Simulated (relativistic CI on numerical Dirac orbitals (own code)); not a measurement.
# One change at a time: As XXXII

Base calculation: Dirac-Coulomb-Breit CI, orbitals from a KLI potential per configuration, model QED, unscaled Slater integrals.

CI space: 1s2, 1s.2s, 1s.2p, 1s.3s, 1s.3p, 1s.3d, 1s.4s, 1s.4p, 1s.4d, 1s.4f, 1s.5s, 1s.5p, 1s.5d, 1s.5f, 1s.5g, 1s.6s, 1s.6p, 1s.6d. Levels of other configurations are missing.

Variants: (1) non-relativistic limit. Shifts of the energy above 1s2 1S_0, in eV, for the lowest level and the first level of each name with at least 55 % of one term (blank where a level changes its place among those of its configuration and J or its character, or is not in the variant):

| Level | Base | Δ(1) |
| --- | --- | --- |
| 1s2 1S_0 | 0.0 | 0.0 |
| 1s.2s 3S_1 | 10845.4 | -123.8 |
| 1s.2p 3P°_0 | 10884.8 | -129.9 |
| 1s.2p 3P°_1 | 10887.6 | -132.7 |
| 1s.2s 1S_0 | 10887.8 | -128.5 |
| 1s.2p 3P°_2 | 10931.3 | -176.4 |
| 1s.2p 1P°_1 | 10953.5 | -169.7 |
| 1s.3s 3S_1 | 12860.5 | -165.3 |
| 1s.3p 3P°_0 | 12871.4 | -166.9 |
| 1s.3s 1S_0 | 12871.8 | -166.6 |
| 1s.3p 3P°_1 | 12872.2 | -167.7 |
| 1s.3p 3P°_2 | 12885.2 | -180.7 |
| 1s.3d 3D_2 | 12890.6 | -180.7 |
| 1s.3d 3D_1 | 12890.8 | -180.9 |

At this charge energies of transitions that change n are usually good to better than 1 %, and those within a shell (Δn = 0) to a few per cent.

Ionisation energy from the two ground configurations alone: base 14445.9 eV. The NIST ASD value (theoretical) is 14447.7 eV.

LS names give the leading component of a level, which can be under half, so a name can repeat, a term be missing and a line seem to break the LS rules.
